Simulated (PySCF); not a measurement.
## Computed properties of CH6N, SMILES C[NH3+], charge +1

CH6N, SMILES [NH3+]C, charge +1. Geometry optimised at PBE0-D3(BJ)/def2-TZVP. The isomer is the one that the SMILES or the coordinates give; other isomers of the formula were not compared. One conformer was computed; it need not be the lowest. All values are computed for the isolated molecule unless a solvent is named; none is compared with measurement here.

**Structure.** The optimised structure has C3v symmetry. All 18 harmonic modes at PBE0-D3(BJ)/def2-TZVP (PySCF) are real, so it is a minimum.

**Vibrations.** The strongest infrared lines (harmonic, unscaled, degenerate partners summed) lie at 3502 cm⁻¹ (249 km/mol, H 92 %, N 8 %), 1531 cm⁻¹ (113 km/mol, H 85 %, N 15 %), 1669 cm⁻¹ (86 km/mol, H 97 %). The softest mode is at 301 cm⁻¹ and the zero-point energy is 49.9 kcal/mol.

**Electronic structure.** PBE0/def2-TZVPD (PySCF) places the frontier levels at -17.36 and -5.49 eV, a gap of 11.87 eV and a mean polarisability of 20.0 bohr³.

**Excitations.** TDA-CAM-B3LYP/def2-TZVPD (PySCF) has S1 at 10.56 eV (117 nm, f = 0.013, weak); the most intense of the 10 singlets computed lies at 12.90 eV (f = 0.21). Strengths of degenerate partners are summed. T1 (TDA) is at 10.25 eV, 0.31 eV under S1. No vertical singlet excitation falls in the visible range (under 3.1 eV).

**NMR.** GIAO shifts at PBE0/pcSseg-2 (PySCF) (non-relativistic, atoms alike by connectivity averaged): ¹³C at 33.4 ppm against TMS; ¹H from 3.4 to 4.7 ppm against TMS.
